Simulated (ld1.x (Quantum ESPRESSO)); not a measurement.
## Varying the RRKJ potential for Cr

Base potential:

ld1.x (Quantum ESPRESSO) 7.5 input, shortened:

```
&input
   title='Cr', zed=24., rel=1, dft='PBESOL', iswitch=3,
   config='[Ar] 3d4 4s2 4p0'
 /
 &inputp
   pseudotype=2, tm=.false., rho0=0.01, lloc=0,
   nlcc=.false.
 /
3
3P  2  1   6.00   0.00  1.00  1.00  0.0
3D  3  2   4.00   0.00  0.95  0.95  0.0
3S  1  0   2.00   0.00  1.20  1.20  0.0
 &test
   configts(1)='3s2 3p6 3d4 4s2 4p0'
 /
```

Occupied shells without a wave of their own: 4s. They enter only through the test configuration that unscreens the potential.

All-electron outer shells of the reference configuration (PBEsol, scalar-relativistic, ld1.x):

```
shell  level (eV)  outermost node (bohr)  outermost maximum (bohr)
   2s     -670.81                   0.09                      0.24
   2p     -564.71                      –                      0.20
   3s      -77.75                   0.36                      0.78
   3p      -49.17                   0.33                      0.80
   3d       -6.02                      –                      0.82
   4s       -4.93                   1.11                      2.61
   4p       -1.39                   1.23                      3.48
```

Cutoffs, loose and tight: the cutoffs (Ry, on a coarse ladder) from which the occupation-weighted sum of valence levels, in a spherical-Bessel basis at the reference potential, stays within 10 and 1 mRy of its value at 400 Ry. They do not see the model core or the augmentation charge, which bear on the density cutoff. Test errors are all-electron minus pseudo excitation energies from the reference, over the configurations 3s2 3p6 3d5 4s1 4p0; 3s2 3p6 3d5 4s0 4p0; 3s2 3p6 3d4 4s0 4p0; 3s2 3p5 3d5 4s1 4p0; 3s2 3p6 3d4 4s1 4p0; 3s2 3p6 3d6 4s0 4p0; 3s2 3p6 3d4 4s1 4p1. A dash means not determined; rows that change the core or the reference have their own tests.

| change | outcome | cutoff, loose | cutoff, tight | bound ghosts | largest test error (meV) |
| --- | --- | --- | --- | --- | --- |
| base | generated, misses its reference levels by 0.25 eV | 160 Ry | 230 Ry | none | -839 |
| wave 3s (bound): rc 1.20 bohr becomes 3s (bound): rc 0.88 bohr | generated | 180 Ry | 300 Ry | none | -144 |
| wave 3s (bound): rc 1.20 bohr becomes 3s (bound): rc 1.02 bohr | generated | 160 Ry | 230 Ry | none | -319 |
| wave 3s (bound): rc 1.20 bohr becomes 3s (bound): rc 1.16 bohr | generated, misses its reference levels by 0.21 eV | 160 Ry | 230 Ry | none | -717 |
| wave 3s (bound): rc 1.20 bohr becomes 3s (bound): rc 1.42 bohr | generated, misses its reference levels by 0.66 eV | 160 Ry | 230 Ry | none | -2240 |
| wave 3s (bound): rc 1.20 bohr becomes 3s (bound): rc 1.62 bohr | generated, misses its reference levels by 1.14 eV | 160 Ry | 230 Ry | none | -3831 |
| wave 3s (bound): rc 1.20 bohr becomes 3s (bound): rc 1.78 bohr | generated, misses its reference levels by 1.58 eV | 160 Ry | 230 Ry | none | -5243 |

Reading the sweep of the s radius (base included, trends over the rows without a ghost): The loose cutoff stays near 160 Ry. The median size of the test errors (rows with all tests solved) rises from 47.8 meV at 0.88 to 2057.5 meV at 1.78 bohr. More of the atom is replaced by a form fitted at one configuration, so other configurations suffer as the radius grows.
